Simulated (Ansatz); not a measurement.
A nudged elastic band was laid between two geometries of GaH₃O (5 atoms, charge 0, multiplicity 1).

All numbers below come from RKS B3LYP/def2-SVP in Ansatz 0.2.0.

```yaml
movable_images: 7
climbing_image: yes
spring: 5.0 eV/Å²
optimiser: quadratic models (default)
start_path: through a guess of the saddle point
force_threshold: 0.05 eV/Å
iteration_limit: 60
end_points: relaxed
```

Image 0:

```xyz
5
Properties=species:S:1:pos:R:3
Ga 0.385 -0.082 0.199
H 0.205 -0.244 1.751
H 1.680 0.239 -0.611
O -1.060 -0.281 -0.845
H -1.882 -0.480 -0.379
```

Image 8:

```xyz
5
Properties=species:S:1:pos:R:3
Ga -1.245 -0.081 -2.240
H 1.097 -0.042 1.004
H 1.644 -0.006 1.535
O -0.823 -0.241 -0.481
H -1.344 -0.477 0.297
```

Problem. Which bonds break or form, and what moves?

Solution. Bonds broken: Ga1–H2, Ga1–H3. Bonds formed: H2–H3. GaH3O becomes GaHO + H2.

Problem. Give the energies along the band, and the barrier.

Solution. The forces met the threshold. The highest image is number 2 of 0 to 8, 70.7 kcal/mol above the first end and 69.8 kcal/mol above the last; the last end lies 0.9 kcal/mol above the first. Neighbouring images differ by up to 2.9 eV, so the band resolves the path poorly. A vibrational analysis at the climbing image gives one clearly imaginary mode, 1456i cm⁻¹: a first-order saddle point. The orbitals stay closed-shell, which can raise the energy where a bond breaks towards radicals; this wasn't checked here.

| image | path coordinate (Å) | energy (kcal/mol) | Ga1–H2 (Å) | Ga1–H3 (Å) | H2–H3 (Å) |
| --- | --- | --- | --- | --- | --- |
| 0 | 0.00 | 0.0 | 1.57 | 1.56 | 2.83 |
| 1 | 1.12 | 3.8 | 1.56 | 1.55 | 2.58 |
| 2 | 2.24 | 70.7 | 1.89 | 1.53 | 1.47 |
| 3 | 3.32 | 6.0 | 2.74 | 2.43 | 0.77 |
| 4 | 4.41 | 2.7 | 3.62 | 3.84 | 0.76 |
| 5 | 5.49 | 1.4 | 3.68 | 4.31 | 0.76 |
| 6 | 6.57 | 1.0 | 4.12 | 4.88 | 0.76 |
| 7 | 7.66 | 0.9 | 4.82 | 4.07 | 0.76 |
| 8 | 8.74 | 0.9 | 4.00 | 4.75 | 0.76 |

Problem. What is the geometry of the highest image?

Solution. 
```xyz
5
Properties=species:S:1:pos:R:3:forces:R:3
Ga 0.275 -0.213 -0.367 0.00 0.00 0.01
H 0.798 0.172 1.406 0.00 0.00 0.00
H 1.662 0.007 0.232 0.00 0.00 0.00
O -1.494 -0.308 -0.154 0.01 0.00 0.01
H -1.913 -0.506 -1.002 -0.01 0.00 -0.02
```

The band took 22 iterations and roughly 4 core-minutes.

Time of the run: 3.5 min on 1 thread of Arm Neoverse V2 (shared host), peak memory 0.11 GiB.
